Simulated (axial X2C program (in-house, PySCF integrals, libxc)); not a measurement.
Which molecule has these constants?

All values come from calculations with an in-house relativistic program for diatomic molecules, spin-free (one-electron X2C) or two-component (2c: spin–orbit coupling with atomic mean-field Coulomb and Gaunt terms, which also bring small scalar terms), in Dyall basis sets with cores contracted in-house; open shells are unrestricted.

A two-component PBE0 calculation in a Dyall 3-zeta basis gave Re = 2.226 Å, ωe = 507.7 cm⁻¹, De = 3.06 eV, Ω = 1.

Question: Which molecule is it?
A. GeP⁺
B. SiP⁺
C. PC⁺

Answer: B. The others have GeP⁺ 2.305 Å and 392.5 cm⁻¹ (Ω = 1); PC⁺ 1.620 Å and 1139.8 cm⁻¹ (Ω = 2).

Each entry is the lowest single determinant of a limited PBE0 search at one distance. De goes to single-determinant-based atoms at the same level (for ions the charge split of lowest energy) and is withheld (n/a) where an atom does not fit its ground term or J level. Main or longest-lived isotopes. One determinant is a doubtful description, or other states lie close, for SiP⁺, GeP⁺, PC⁺; these need not be ground states, and all values refer to the states named. Some open-shell Ω = 0 determinants are out of reach, so the Ω given for SiP⁺, GeP⁺, PC⁺ need not be the lowest component. With several unpaired electrons the Ω given is that of one determinant, not necessarily of the lowest component. Some light 2c atoms are not at their ground J level, so De misses part of their lowering (0.04 eV or less). The functionals have no current term, which raises determinants with orbital currents.
